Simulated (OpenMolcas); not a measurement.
Levels of O II by method

```json
{
 "Program": "OpenMolcas",
 "Basis": "ANO-RCC-VTZP [4s3p2d1f]",
 "Scalar Hamiltonian": "DKH2, point nucleus",
 "Active space": "5 electrons in 4 orbitals (2s 2p)",
 "State averaging": "2S+1 = 4 odd, 1 root; 2S+1 = 2 odd, 8 roots; 2S+1 = 4 even, 3 roots; 2S+1 = 2 even, 9 roots",
 "Spin-orbit coupling": "RASSI with atomic mean-field integrals over the reference wave functions, term energies averaged over their components"
}
```

Methods on the same reference wave functions:
A. CASSCF
B. SS-CASPT2, IPEA 0.25 Eh, imaginary shift 0.1 Eh (closed shells correlated: 1s)
C. XMS-CASPT2, IPEA 0.25 Eh, imaginary shift 0.1 Eh (closed shells correlated: 1s)

Energies in cm⁻¹ above 2s² 2p³ ⁴S°_3/2, the measured ground level; measured values from NIST Handbook of Basic Atomic Spectroscopic Data.

```csv
Level,A,B,C,Measured
2s² 2p³ ⁴S°_3/2,0.0,0.0,0.0,0.0
2s² 2p³ ²D°_3/2,30465,27630,27550,26831
2s² 2p³ ²D°_5/2,30469,27630,27560,26811
2s² 2p³ ²P°_3/2,41114,41080,41030,40468
2s² 2p³ ²P°_1/2,41117,41080,41030,40470
2s 2p⁴ ⁴P_5/2,121690,120530,118730,119837
2s 2p⁴ ⁴P_3/2,121840,120680,118880,120000
2s 2p⁴ ⁴P_1/2,121929,120770,118970,120083
2s 2p⁴ ²D_3/2,179318,168960,167790,165996
2s 2p⁴ ²D_5/2,179319,168960,167790,165988
2s 2p⁴ ²S_1/2,208928,200570,199830,195710
2s 2p⁴ ²P_3/2,233640,220280,218010,212594
2s 2p⁴ ²P_1/2,233817,220460,218190,212762
```

Deviations, from unrounded energies. A percentage is the sum of absolute deviations over the sum of measured energies, with the sign that they share, or ± where signs differ.

```csv
Against measurement,Levels,A,B,C
mean absolute deviation (cm-1),12,8000,2600,2000
other terms of the ground configuration (%),4,+6.4,+2.1,+1.9
other configurations (%),8,+6.7,+2.2,±1.7
```

C lies closest to measurement on these levels and A furthest from it. The largest miss of C in the table is 2s 2p⁴ ²P_1/2, by +5400 cm-1. The ranking rests on the paired levels alone, and a cruder setting can come out closer through cancelling errors.

Between B and C the level of the table that moves most is 2s 2p⁴ ²P_3/2, by 2300 cm-1 (lowest in C, highest in B). Moves below CASPT2's spread within the term are not significant.

The mean deviations of B to C differ by less than CASPT2's widest spread within a term (930 cm-1), so their order carries little weight.

From A to B the spin-free energies of the other terms of 2s² 2p³ shown, above ⁴S°, scale by factors of 0.91 to 1.00.

The lowest spin-free term lies below A's lowest term by 0.109 hartree in B, 0.109 hartree in C.

Term energies are means over components that CASPT2 splits; among the terms shown or strongly mixed into the levels shown the widest spread is 930 cm-1 (2s 2p⁴ ²D, C). Without dynamic correlation excited terms often stand tens of per cent too high (terms of higher spin than the ground term too low), and those without a measured partner can miss by more than the paired ones (holds for A). Measured partners are found by configuration, term and J. A level has none where our copy of the source lacks it or the pairing is in doubt (some pairs that miss far off the trend of their configuration count as doubtful), and it then counts in no deviation. Levels of configurations outside the active space are missing.

° marks odd parity.
